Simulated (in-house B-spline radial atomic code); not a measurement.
The numbers below are computed, except where a source is named.
**Making a Troullier-Martins p channel for Si, r_c = 0.44 bohr**

Si, [Ne] 3s2 3p2, non-relativistic LDA (VWN5), spherical and spin-unpolarised, from a B-spline radial code for spherical atoms (atomic units). The all-electron 2p level is ε = -3.514938 hartree and its outer maximum at 0.39 bohr.

Inside r_c the pseudo-orbital is u(r) = r^2 exp(p(r)), with p = c0 + c2 r² + c4 r⁴ + … + c12 r¹². The seven coefficients follow from p and its first four derivatives at r_c, from zero curvature of the screened potential at the origin, c4 = −c2²/(2l + 5), and from the norm inside r_c. At r_c the all-electron orbital has P = 1.290937, P' = -0.6061081, the screened potential V = -12.4144, V' = 48.26746, V'' = -278.6844, and the norm inside is Q = 0.422188.

**Question.** What are p, p' and p'' at r_c?

**Answer.** p = ln(P/r_c^2) = ln(1.290937/0.1936) = 1.89733. p' = P'/P − 2/r_c = -0.46951 − 4.54545 = -5.01496. The radial equation gives p'' = 2(V − ε) − 2(2) p'/r_c − p'² = -17.79892 − (-45.59059) − 25.14987 = 2.64179. Differentiating, p''' = 2V' + 2(2)p'/r_c² − 2(2)p''/r_c − 2p'p'' = -4.5993, and p'''' = 2V'' − 4(2)p'/r_c³ + 4(2)p''/r_c² − 2(2)p'''/r_c − 2p''² − 2p'p''' = 4.4965.

For a trial c2 the five matching conditions are linear in c0, c6, c8, c10 and c12, and c2 is varied until the norm inside r_c equals Q. The root nearest zero gives:

```
 n        c_n
 0   3.735757
 2  -13.33293
 4  -25.39529
 6   747.1194
 8  -4598.882
10   12661.46
12  -13477.36
```

**Question.** Check c4 and p(r_c), and find the screened pseudopotential at the origin.

**Answer.** −c2²/7 = -25.3953, as listed. The terms c_n r_c^n are 3.73576, -2.58126, -0.95184, 5.42133, -6.46061, 3.44358, -0.70964, which sum to 1.89733. Inverting the radial equation, V_l(r) = ε + 2 p'/r + (p'' + p'²)/2, so V_l(0) = ε + (2l + 3) c2 = -3.514938 + 5 × (-13.3329) = -70.1796 hartree, finite where the all-electron potential diverges.

Orbitals and screened potentials:

| r (bohr) | P | u | V all-electron | V pseudo |
| --- | --- | --- | --- | --- |
| 0.044 | 0.1237 | 0.07908 | -281.1 | -70.1 |
| 0.11 | 0.5048 | 0.4306 | -94.83 | -67.36 |
| 0.176 | 0.8652 | 0.854 | -50.96 | -56.26 |
| 0.242 | 1.117 | 1.144 | -32.31 | -37.78 |
| 0.308 | 1.257 | 1.271 | -22.35 | -21.8 |
| 0.374 | 1.306 | 1.308 | -16.32 | -15.12 |
| 0.44 | 1.291 | 1.291 | -12.41 | -12.41 |

Logarithmic derivatives P'/P at R = 0.74 bohr, for energies E around ε:

```csv
E − ε (hartree),all-electron,pseudo
-0.5,-0.83645,-0.836293
-0.25,-1.24012,-1.24007
-0.1,-1.5098,-1.5098
0,-1.70295,-1.70295
0.1,-1.90807,-1.90806
0.25,-2.24105,-2.24098
0.5,-2.87699,-2.87664
```

**Question.** With P(R) = 0.89629 and a norm of 0.7990447 inside R, what slope in energy does norm conservation fix?

**Answer.** d(P'/P)/dE = −2 × (norm inside R)/P(R)² = -1.9893 per hartree·bohr at E = ε, for both atoms, since orbital and norm agree at R. Differences over ±0.1 hartree give -1.9913 (all-electron) and -1.9913 (pseudo), which also hold third-order terms. Half a hartree below ε the two curves differ by +0.0002.
